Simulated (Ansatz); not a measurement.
Molecule: CH$_{5}$O$_{3}$Si, charge -1, multiplicity 1. It need not be the lowest isomer of its formula. Whether it binds its extra electron was not tested at this geometry. 
Coordinates optimised at B3LYP-D3(BJ)/def2-TZVP (Ansatz, a program for electronic structure):
```
Si
O 1 1.6894
H 2 0.9628 1 111.54
O 1 1.6982 2 100.10 3 -56.01
H 4 0.9624 1 106.32 2 -164.37
O 1 1.6983 2 100.03 3 54.80
H 6 0.9624 1 106.32 2 164.34
C 1 1.7534 2 125.04 3 179.39
H 8 1.0893 1 119.72 2 -73.19
H 8 1.0893 9 112.64 1 -148.92
```
Charge -1, spin multiplicity 1.

Total electronic energies in hartree. Valence correlation only, unless marked. Spin-orbit coupling is left out. Non-relativistic. CBS(X,Y): correlation extrapolated as X^-3; Hartree-Fock from the larger set. [CCSD(T)-MP2]/basis is that difference in the basis named.

```json
[
 {"level": "HF/STO-3G", "program": "Ansatz", "energy (Eh)": "-547.26563"},
 {"level": "HF/6-31G*", "program": "Ansatz", "energy (Eh)": "-554.36156"},
 {"level": "revPBE/def2-TZVPD", "program": "Ansatz", "energy (Eh)": "-556.41025"},
 {"level": "PBE0-D4/def2-TZVPD", "program": "Ansatz + dftd4", "energy (Eh)": "-556.15902"},
 {"level": "PBE0/def2-TZVP", "program": "Ansatz", "energy (Eh)": "-556.14333"},
 {"level": "PBE0/def2-QZVPP", "program": "Ansatz", "energy (Eh)": "-556.17833"},
 {"level": "r2SCAN0/def2-TZVPD", "program": "Ansatz", "energy (Eh)": "-556.36392"},
 {"level": "MP2/6-31G", "program": "Ansatz", "energy (Eh)": "-554.71676"},
 {"level": "MP2/cc-pwCVTZ", "program": "Ansatz", "energy (Eh)": "-555.60526"},
 {"level": "MP2/aug-cc-pV(Q+d)Z", "program": "Ansatz", "energy (Eh)": "-555.71514"},
 {"level": "SCS-MP2/cc-pV(T+d)Z", "program": "Ansatz", "energy (Eh)": "-555.56400"},
 {"level": "CCSD/aug-cc-pV(T+d)Z", "program": "Ansatz", "energy (Eh)": "-555.63994"},
 {"level": "CCSD(T)/cc-pVTZ", "program": "Ansatz", "energy (Eh)": "-555.63355"},
 {"level": "RI-MP2/CBS(aug-cc-pV(T+d)Z,aug-cc-pV(Q+d)Z)+[CCSD(T)-MP2]/aug-cc-pV(T+d)Z", "program": "Ansatz", "energy (Eh)": "-555.8229"},
 {"level": "CCSD(T)/CBS(aug-cc-pV(T+d)Z,aug-cc-pV(Q+d)Z)", "program": "Ansatz", "energy (Eh)": "-555.8119"}
]
```

Totals of different functionals don't rank their quality; only differences between species are comparable.
